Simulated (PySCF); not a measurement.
**Diatomics of As with group 13**

PBE0 with double-zeta basis sets in PySCF, for the lowest determinant that a PBE0 search found; no spin–orbit coupling. De refers to high-spin ground-configuration atoms. A positive dipole means M(−)As(+).

```tsv
M	basis	state (unpaired electrons)	Re (Å)	ωe (cm⁻¹)	De (eV)	μ (D)
B	x2c-SVPall	triplet (σ ↑, π ↑)	1.842	839	3.15	0.20
Ga	cc-pVDZ-PP	triplet (π ↑↑)	2.578	211	1.91	-1.42
In	def2-SVP	triplet (π ↑↑)	2.758	180	1.82	-1.85
Tl	def2-SVP	triplet (π ↑↑)	2.824	158	1.74	-2.60
```

The shortest bond is that of BAs (1.842 Å), the longest that of TlAs (2.824 Å).

The rows differ in basis set, which adds steps of its own.

The state changes along the series, so neighbouring rows are not always alike in their bonding.

Spin–orbit coupling is left out, which matters for elements this heavy, above all for dissociation energies. States were picked by a PBE0 search and need not be the measured ground states.
